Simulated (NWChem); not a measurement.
Basis-set convergence for H2O2Pb

```xyz
5

Pb    -0.0621    -0.2706     0.0000
O     -1.2836     1.4700     0.0000
H     -0.6665     2.2324     0.0000
O      1.6894     0.9688     0.0000
H      2.5130     0.4428     0.0000
```
Charge 0, spin multiplicity 1.

Everything below was run with NWChem. All single points use one geometry, from PBE/def2-SVP with def2 effective core potentials on Pb, a minimum by its harmonic frequencies. It is one conformer; others weren't searched.

Quantity: LUMO energy at the level PBE.

Effective core potentials replace the inner electrons of Pb; spin-orbit coupling is left out. The structure started from a generated list of species.

Relative cost: rough, from shared machines, SCF included, def2-SVP = 1.

```csv
basis,functions,LUMO energy (eV),relative cost
def2-SVP,64,-2.54,1
def2-SVPD,94,-2.93,under 3
def2-TZVP,124,-2.79,under 3
def2-TZVPP,140,-2.80,4
def2-TZVPD,154,-2.91,5
def2-QZVP,256,-2.87,90
```

Smallest basis within 0.2 eV of def2-QZVP, the largest set run: def2-SVPD, with 94 functions against 256 and about 2 % of the time (also within reach: def2-TZVP, def2-TZVPP, def2-TZVPD). def2-QZVP isn't the basis-set limit itself, and a small set can land close by cancellation.
